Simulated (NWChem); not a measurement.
System: InH$_{2}$F; SMILES [F][InH2]

```xyz
4

In     0.0000     0.0000    -0.2748
H      0.0000     1.5991    -0.8936
H      0.0000    -1.5991    -0.8936
F      0.0000     0.0000     1.6949
```
Atoms are numbered in this order, from 1.

Geometry: optimised at PBE0/def2-SVP. Not confirmed as a minimum by frequencies. B3LYP is NWChem's, with the RPA form of VWN correlation. def2 effective core potentials on In; no spin-orbit coupling.

Symmetry labels are those of C2v in the frame above (b1 and b2, or b-type labels, depend on it).

Problem. List the 4 lowest vertical singlet excitations from B3LYP/def2-SVPD with def2 effective core potentials on In, TDA (NWChem).

Solution. 
```tsv
state	energy (eV)	oscillator strength	symmetry	leading excitation (squared amplitude)
S1	5.27	0.000	a2	HOMO → LUMO (1.00)
S2	6.44	0.039	b1	HOMO−1 → LUMO (0.98)
S3	6.59	0.000	a2	HOMO−3 → LUMO (1.00)
S4	6.66	0.002	a1	HOMO−2 → LUMO (0.89)
```
